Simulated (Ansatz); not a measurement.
`[F][SnH]([F])[SiH3]` + HCl → `[F][SnH]([SiH3])[Cl]` + H–F at 600 K and 1 bar (ligand exchange at the Sn–F bond).

Computed with Ansatz on PBE0-D4/def2-TZVP structures; ΔE is electronic, products minus reactants. CCSD(T)/CBS is the MP2 limit (def2-TZVPP, def2-QZVPP) plus CCSD(T) − MP2 in def2-TZVPP, frozen cores. This one scheme is used for every species. Elements past krypton have def2 core potentials. For Sn outer-core shells are correlated without core-valence functions, which leaves a few kJ/mol of doubt a bond.

```json
{"species": "`[F][SnH]([F])[SiH3]`", "CCSD(T)/CBS energy (Eh)": "-705.15468", "H − E (kJ/mol)": "152.7", "S (J/(mol·K))": "453.8"}
{"species": "HCl", "CCSD(T)/CBS energy (Eh)": "-460.38127", "H − E (kJ/mol)": "35.4", "S (J/(mol·K))": "207.2"}
{"species": "`[F][SnH]([SiH3])[Cl]`", "CCSD(T)/CBS energy (Eh)": "-1065.15429", "H − E (kJ/mol)": "152.0", "S (J/(mol·K))": "465.8"}
{"species": "H–F", "CCSD(T)/CBS energy (Eh)": "-100.39570", "H − E (kJ/mol)": "42.3", "S (J/(mol·K))": "194.0"}
```

H − E and S are ideal-gas, rigid-rotor, harmonic terms from PBE0-D4/def2-TZVP, for one conformer and one mirror image of each species. 1 Eh = 2625.50 kJ/mol, R = 8.31446 J/(mol·K).

Question: By hand: ΔE, ΔH, ΔS and ΔG.

Answer: ΔE = (-1065.15429) + (-100.39570) − (-705.15468) − (-460.38127) = -0.01404 Eh = -36.9 kJ/mol. Δ(H − E) = 152.0 + 42.3 − 152.7 − 35.4 = 6.2, so ΔH = -30.7 kJ/mol. ΔS = 465.8 + 194.0 − 453.8 − 207.2 = -1.2 J/(mol·K). ΔG = -30.7 − 600 × (-1.2)/1000 = -30.0 kJ/mol.

Question: By hand: the equilibrium constant, and the temperature at which ΔG would vanish if ΔH and ΔS stayed fixed.

Answer: log₁₀ K = −ΔG/(RT ln 10) = 2.6. ΔG = 0 at ΔH/ΔS = 25583 K, far beyond where these terms or the molecules hold.

The number of gas molecules stays the same, so ΔS is small and ΔH decides. A doubt of 5 kJ/mol in ΔE shifts log₁₀ K by 0.4 here. Other conformers and mirror images would add mixing entropy, several J/(mol·K) or more a flexible species. Modes under 60 cm⁻¹, often nearly free rotors, make the harmonic entropy too high. These are equilibria of isolated gas molecules and say nothing of rates. Largest T1 diagnostic: 0.014 (customary marks: 0.02 for closed shells, 0.045 for open ones).
